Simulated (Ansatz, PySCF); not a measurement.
Reaction (SMILES): CCB(N)CC + 5 [H][H] (H2) -> B (BH3) + 4 C (CH4) + N (NH3)
Each molecule is optimised on its own at B3LYP-D3(BJ)/def2-TZVP (Ansatz, a quantum-chemistry and plane-wave program), one conformer each, not searched for the lowest. Frequencies are from Ansatz or PySCF.

Quantity: energy of full hydrogenation (enthalpy at 298 K, with B3LYP-D3(BJ) rigid-rotor harmonic-oscillator terms), in kJ/mol. Valence correlation only, unless marked. No spin-orbit coupling. Non-relativistic unless marked X2C. Basis-set limits of correlation are two-point, X^-3; Hartree-Fock from the larger set. [CCSD(T)-MP2]/basis is that difference in the basis named.

```csv
level,program,energy of full hydrogenation (kJ/mol),minus last row
RI-HF/aug-cc-pVQZ,Ansatz,-122.2,-106.2
revPBE-D3(BJ)/def2-TZVPD,Ansatz + dftd3,6.9,22.9
r2SCAN-D3(BJ)/def2-TZVPD,Ansatz + dftd3,-4.9,11.1
B97M-V/def2-TZVPD,Ansatz,-36.0,-20.0
PBE0-D4/def2-TZVP,Ansatz + dftd4,-9.1,6.9
PBE0/def2-TZVP,Ansatz,-29.3,-13.3
HSE06/def2-TZVPD,Ansatz,-32.0,-16.0
LC-wPBE-D4/def2-TZVPD,Ansatz + dftd4,-9.0,7.0
wB97X/def2-TZVPD,Ansatz,-42.7,-26.7
SCS-MP2/STO-3G,Ansatz,65.4,81.4
CCSD/cc-pVQZ,Ansatz,-37.1,-21.1
X2C-CCSD(T)/cc-pVTZ-DK,Ansatz,-19.4,-3.4
"RI-MP2/CBS(cc-pVTZ,cc-pVQZ)+[CCSD(T)-MP2]/cc-pVDZ",Ansatz,-19.4,-3.4
"RI-MP2/CBS(cc-pVTZ,cc-pVQZ)+[CCSD(T)-MP2]/cc-pVQZ",Ansatz,-16.1,-0.1
"CCSD(T)/CBS(cc-pVTZ,cc-pVQZ)",Ansatz,-16.0,0.0
```
